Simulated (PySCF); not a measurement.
Vertical excitations of a molecule C₂H₇GeN from TDDFT-PBE/def2-SVPD run with PySCF, as energy in eV (oscillator strength): 4.54 (0.032), 5.71 (0.014), 6.16 (0.007), 6.31 (0.096), 6.52 (0.032), 6.56 (0.031), 6.69 (0.011), 6.92 (0.010), 6.95 (0.017), 7.08 (0.018). Lowest triplet (TDA): 4.11 eV. Coordinates come from a B3LYP-D3(BJ)/def2-SVP optimisation. The values are those of a single conformer.

Q: Which structure fits?
(A) C/C=[N]\[GeH3]
(B) C/N=[CH]\[GeH3]
(C) C=[CH][GeH2][NH2]
(D) [CH2]1N[CH2][GeH2]1

A: C, C=[CH][GeH2][NH2]
